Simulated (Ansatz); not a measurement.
C2H5AlO can be A, `O/C=[CH]\[AlH2]`, or B, `C=[CH][AlH][OH]`.

Computed with Ansatz on PBE0-D4/def2-TZVP structures; ΔE is electronic, products minus reactants. CCSD(T)/CBS adds triple-zeta CCSD(T) − MP2 to the extrapolated MP2 energy (def2 sets, frozen cores). Functionals use def2-TZVPP. B3LYP here is the variant with VWN-RPA as its local correlation; programs differ in this. One conformer a species, not always the lowest.

A:

Z-matrix (Å, degrees):
```
C
C 1 1.344
O 1 1.341 2 127.2
H 1 1.088 2 123.3 3 -180.0
Al 2 1.913 1 123.5 3 -0.0
H 2 1.087 1 113.9 3 180.0
H 3 0.969 1 109.4 2 0.0
H 5 1.601 2 115.1 1 0.0
H 5 1.582 2 124.2 1 -180.0
```

B:

Z-matrix (Å, degrees):
```
C
C 1 1.336
H 1 1.089 2 122.7
H 1 1.087 2 121.6 3 180.0
Al 2 1.933 1 120.8 3 180.0
H 2 1.090 1 116.9 3 -0.0
O 5 1.699 2 115.0 1 -0.0
H 5 1.586 2 125.2 1 180.0
H 7 0.955 5 123.1 2 -180.0
```

(1) Which is lower in electronic energy at CCSD(T)/CBS, and by how much? (Best estimate.)

(2) Give E(B) − E(A) in kcal/mol with CCSD/def2-TZVPP, B2PLYP, CCSD(T)/def2-SVP, r2SCAN-D4, B3LYP, B3LYP-D4, PBE-D4. (Estimate.)

(3) Does the order hold for the free energy at 298.15 K (harmonic terms from PBE0-D4)? (Estimate.)

Largest T1 diagnostic: 0.013.

Answers

(1) The calculation gave: B, by 44.4 kcal/mol.

(2) Ansatz gave: CCSD/def2-TZVPP -44.3, B2PLYP -43.2, CCSD(T)/def2-SVP -39.3, r2SCAN-D4 -40.2, B3LYP -41.8, B3LYP-D4 -41.6, PBE-D4 -37.2. None reverses the order clearly.

(3) Computed: Yes: G(B) − G(A) = -44.1 kcal/mol, for one conformer each.

Leaving LDA and LC-ωPBE aside and taking each functional with its dispersion term where it has one, the values, not all of them listed here, spread over 6.0 kcal/mol, from B2PLYP to revPBE-D4. LDA lies +3.1 kcal/mol from PBE without D4. From BLYP to BHLYP (50 % exact exchange), in def2-TZVPP and without D4, E(B) − E(A) moves by −2.3 kcal/mol.
